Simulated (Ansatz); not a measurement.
Computed with Ansatz on PBE0-D4/def2-TZVP structures; ΔE is electronic, products minus reactants. CBS: MP2 limit from def2 TZ/QZ plus the TZ coupled-cluster correction, frozen cores. DFT in def2-TZVPP. For Zn outer-core shells are correlated without core-valence functions, which leaves a few kJ/mol of doubt a bond. Scalar relativity is left out up to krypton. One conformer a species, not always the lowest.

`[NH2][Zn][AlH][F]` + `C[CH2][Al]([OH])[SH]` → `C[CH2][Zn][NH2]` + `[OH][Al]([SH])[AlH][F]`  (redistribution)

```tsv
level	ΔE (kJ/mol)
r2SCAN-D4	48.2
PBE-QIDH	42.9
BLYP	44.6
LC-ωPBE	42.3
MP2/def2-SVP	44.4
MP2/def2-TZVPP	39.7
CCSD/def2-TZVPP	42.1
HF/def2-QZVPP	55.0
```

**Question.** What does CCSD(T)/CBS give? (An estimate is asked.)

**Answer.** The calculation gave: +42.7 kJ/mol. The listed levels differ from it by 5.5, 0.2, 1.9, -0.4, 1.7, -3.0, -0.6, 12.3 kJ/mol.

Largest T1 diagnostic among the species: 0.016.

In def2-TZVPP, CCSD(T) changes the Hartree–Fock value by −14.7 kJ/mol (the triples alone add −1.9 kJ/mol) and MP2 by −15.2 kJ/mol. From PBE to PBE0 (25 % exact exchange), in def2-TZVPP and without D4, ΔE moves by +3.1 kJ/mol.
